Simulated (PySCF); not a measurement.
Core-level binding energies of GeF2Cl2

Species: GeF2Cl2.
Z-matrix (Å and degrees, PBE0-D3(BJ)/def2-SVP geometry), rows numbered from 1:
```
Ge
F   1  1.7108
F   1  1.7107  2  105.59
Cl  1  2.1063  2  109.85  3  -118.10
Cl  1  2.1059  2  109.89  3   118.05
```

Computed, not measured: delta-SCF UKS SCAN, pcX-2 on the ionised atom, pcseg-1 elsewhere, spin-free X2C in PySCF. Binding energies are ΔSCF values: E(core-ionised, relaxed orbitals) − E(ground state) at a fixed geometry, referred to the vacuum level.

Question: What binding energy does each computed site have?

Answer: 
| atom(s) | bonded to | level | binding energy (eV) | 2p1/2 (eV) | count |
| --- | --- | --- | --- | --- | --- |
| F2/F3 | Ge | F 1s | 692.84 | – | 2 |
| Cl4/Cl5 | Ge | Cl 2p3/2 | 207.27 | 208.93 | 2 |
| Cl4/Cl5 | Ge | Cl 1s | 2829.87 | – | 2 |

Question: Express the binding energy of F 1s of F2 (atom 2)/F3 in atomic units and per mole.

Answer: 692.84 eV = 25.4614 Eh = 66849 kJ/mol.

Atoms equivalent by their bonding share one computed value, that of the first of them. For 2p shells one spin-free hole was relaxed; a mean-field spin–orbit operator and the ground-state splitting of the three 2p orbitals were then diagonalised within the shell. The shell's mean is (2 × 2p3/2 + 2p1/2)/3, and the degeneracies 2j + 1 give areas of 2:1. 2p1/2 minus 2p3/2 (ligand field included): Cl 1.65 eV. No level of germanium is listed. Isolated species at its PBE0-D3(BJ)/def2-SVP geometry, gas phase.
